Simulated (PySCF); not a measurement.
# Excitation energy of Sn²⁺ by level of theory

Sn²⁺ [Kr] 4d10 5s2 (1S) → Sn²⁺ [Kr] 4d10 5s1 5p1 (3P), as a difference of total energies. Computed with PySCF 2.14 in aug-cc-pVTZ-PP with ECP28MDF, with a scalar-relativistic core potential. Correlated levels: valence: 4s2 4p6 4d10 frozen. The calculations carry no spin-orbit coupling.

| method | excitation energy (eV) |
| --- | --- |
| UHF | 5.617 |
| MP2 (valence) | 6.231 |
| SCS-MP2 (valence) | 6.405 |
| CCSD (valence) | 6.452 |

Q: How much does correlation contribute at MP2 (valence)?

A: 6.231 − (5.617) = 0.614 eV, measured against UHF.

With two correlated electrons CCSD is exact in that space.
